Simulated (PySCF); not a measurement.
Coordinates in bohr (charge 0 multiplicity 4):
```
Ir    0.0000    0.0000   -0.5718
O     1.2082    0.0000    3.4437
O    -1.2082    0.0000    3.4437
```

These are results of UPBE0 in PySCF with Ir dyall-v2z, O def2-TZVP; no relativity; density-fitted integrals, not measurements.

This geometry of IrO2 is a stationary point at this level.

(1) What is the point group?

(2) Is it a minimum?

(3) Which band is strongest in the infrared?

(4) Give the ideal-gas entropy at 298.15 K and 1 bar by parts.

Answers

(1) C2v.

(2) Yes: all harmonic wavenumbers are real.

(3) 1295 cm⁻¹ (a1), 169 km/mol.

(4) translation 176.4, rotation 93.9, vibration 15.9, spin 11.5; total 297.8 J/(mol K).

Relativity is left out on purpose here, so the numbers are not realistic for elements this heavy. Only a few start shapes were tried, so a lower isomer may exist. With open d or f shells other occupations or spin states may lie lower. At this level a quartet minimum of C2v symmetry lies 54 kJ/mol below this structure. No spin–orbit coupling is included, which matters more the heavier the element.
